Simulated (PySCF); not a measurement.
Simulated absorption spectrum

TiPhMe3, C9H14Ti (singlet state).
SMILES: `[CH3][Ti]([CH3])([CH3])[c]1ccccc1`

Method: TDDFT CAM-B3LYP/def2-SVPD, vertical, gas phase, core orbitals frozen in the response (PySCF 2.14.0, density-fitted response routines). Isolated species at its PBE0-D3(BJ)/def2-SVP geometry, gas phase.

Broadening: Gaussians 0.25 eV wide at half height, area fixed by f = 4.319×10⁻⁹ ∫ε dν̃. The width is an assumption, not a result. The curve ends short of the highest state used, and states not computed would add to its high-energy end.

(λ (nm), ε (L mol⁻¹ cm⁻¹)): (261.0, 583), (263.6, 280), (266.1, 172), (268.7, 111), (271.2, 69), (273.8, 37), (276.3, 18), (278.9, 7), (281.4, 3), (284.0, 2), (286.5, 3), (289.1, 6), (291.7, 12), (294.2, 21), (296.8, 35), (299.3, 51), (301.9, 67), (304.4, 80), (307.0, 88), (309.5, 91), (312.1, 90), (314.6, 87), (317.2, 84), (319.7, 83), (322.3, 83), (324.8, 84), (327.4, 82), (329.9, 78), (332.5, 71), (335.0, 62), (337.6, 51), (340.2, 41), (342.7, 31), (345.3, 22), (347.8, 15), (350.4, 10), (352.9, 6), (355.5, 4), (358.0, 2), (360.6, 1), (363.1, 1), (365.7, 0), (368.2, 0), (370.8, 0)

Problem. Locate the maxima and give the states behind the curve.

Solution. 324 nm (3.83 eV), ε about 84, made up of S1 (23%), S3 (58%) and S4 (11%) (hardly more than a shoulder); 310 nm (4.00 eV), ε about 91, made up of S3 (12%), S4 (43%) and S5 (36%) (ε in L mol⁻¹ cm⁻¹; maxima over ε = 5, shares over 10%). At its high-energy end, 4.75 eV, the curve is still rising (ε about 580, from S7, S9 and S10). The states used: S1 3.72 eV (f 0.0003); S2 3.73 eV (f 0.0000); S3 3.82 eV (f 0.0004); S4 4.01 eV (f 0.0004); S5 4.04 eV (f 0.0003); S6 4.09 eV (f 0.0001); S7 4.71 eV (f 0.0014); S8 4.82 eV (f 0.0002); S9 4.97 eV (f 0.0094); S10 5.06 eV (f 0.181); S11 5.06 eV (f 0.0025); S12 5.15 eV (f 0.0009); S13 5.20 eV (f 0.0004); S14 5.21 eV (f 0.0013); S15 5.35 eV (f 0.0059).

Problem. What would ε be at 4.00 eV, the highest of these maxima, with half the width (0.125 eV)?

Solution. About 132 L mol⁻¹ cm⁻¹ against 91, a factor of about 1.5; a lone state at its own centre would give exactly 2.

Problem. On this curve, what absorbance would a 10⁻⁵ mol/L sample give at 280 nm over a 1 cm path?

Solution. 280 nm is 4.428 eV, where ε is about 5 L mol⁻¹ cm⁻¹, so A = ε c l ≈ 5e-05 (Beer–Lambert, with the gas-phase spectrum and the assumed width).

Problem. Coming from long wavelengths, where does ε first pass 100 L mol⁻¹ cm⁻¹?

Solution. At about 269 nm (4.60 eV), 0.89 eV above S1.
